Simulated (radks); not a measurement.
Values are calculated unless marked as measured or tabulated.
Task: The mean radii <r> (bohr) of the occupied orbitals of an atom or ion are listed with their occupations. Level of theory: scalar-relativistic Kohn-Sham, PBE, spin-polarised, spherical densities, point nucleus (a radial shooting solver on a logarithmic mesh with Libxc functionals).

| orbital | occ. | <r> |
|---|---|---|
| 1s up | 1 | 0.1579 |
| 1s down | 1 | 0.1578 |
| 2s up | 1 | 0.8283 |
| 2p up | 3 | 0.8135 |
| 2p down | 2 | 0.8349 |
| 3s up | 1 | 3.025 |

Name the element and its charge. Open shells, if any, are filled with parallel spins first.

Result: Z = 10, neon, charge +1: Ne+ in [He] 2s1 2p5 3s1. The 1s radius gives Z: for a bare nucleus <r> = (2 gamma + 1)/(2Z) with gamma = sqrt(1 - (Z/c)^2), 0.1497 bohr for Z = 10, and screening makes it slightly larger (0.1579 here). The occupations add up to 9, and the charge is Z minus that.
